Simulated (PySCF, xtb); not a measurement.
VOF3, SMILES [F][V]([F])(=[O])[F], multiplicity 1.

Harmonic wavenumbers (cm⁻¹) from xtb with GFN2-xTB at its own minimum, in rising order: 189, 190, 261, 295, 295, 584, 659, 660, 1022.

Q: What does B3LYP-D3(BJ)/def2-SVP (PySCF 2.14.0) give at its own minimum? (The exact figures need the calculation; the answer reports its results.)

A: 212, 212, 268, 324, 324, 753, 840, 840, 1174. Paired by order, the mean absolute difference is 88 cm⁻¹ and the zero-point energies are 5.9 and 7.1 kcal/mol.
